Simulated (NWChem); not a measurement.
System: AlPH4; SMILES [AlH2][PH2]

```xyz
6

Al     0.1005     1.2979    -0.0231
H     -1.2142     1.9876     0.5453
H      1.3047     2.1667    -0.5907
P      0.1642    -1.0281    -0.2470
H     -0.4012    -1.3363     1.0229
H      1.5195    -1.1990     0.1551
```
Atoms are numbered in this order, from 1.

All runs: NWChem. Geometry: optimised at B3LYP/6-31G* (spherical d). Isolated, static molecule.

GIAO at PBE0/pcSseg-1: principal shieldings of P4 are 550.0, 550.9, 629.8 ppm; an isolated phosphine molecule has σ = 583.7 ppm at the same levels.

### Question
Find the isotropic 31P shift, its principal values, the span and the skew.

### Answer

1. σ(iso) = one third of the sum = 576.9 ppm.
2. δ = σ(reference) − σ = 6.8 ppm against phosphine.
3. δ11, δ22, δ33 = 33.7, 32.8, -46.1 ppm.
4. Span Ω = δ11 − δ33 = 79.8 ppm; skew κ = 3(δ22 − δ(iso))/Ω = 0.98.
